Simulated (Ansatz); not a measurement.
Basis-set series for `[NH2][Mo]([NH2])(=[O])=[O]`. Total charge 0; spin multiplicity 1. Mo takes the def2 core potential. The structure was optimised at the PBE0-D4/def2-TZVP level. It is one conformer, not always the lowest.

```
functional       basis  functions  energy (Eh)  HOMO (eV)  LUMO (eV)
   PBE0-D4  def2-TZVPP        236   -330.54550      -7.68      -1.76
   PBE0-D4  def2-QZVPP        429   -330.56447      -7.72      -1.79
   ωB97M-V  def2-TZVPP        236   -330.65243      -9.93       0.45
   ωB97M-V  def2-QZVPP        429   -330.67066      -9.97       0.33
```

(1) Give the rows for def2-SVP. (An estimate is asked.)

## Answers

(1) Ansatz gave: 
```
functional     basis  functions  energy (Eh)  HOMO (eV)  LUMO (eV)
   PBE0-D4  def2-SVP        107   -330.19992      -7.55      -1.70
   ωB97M-V  def2-SVP        107   -330.29719      -9.78       0.53
```

Positive LUMOs are unbound and depend on the basis.
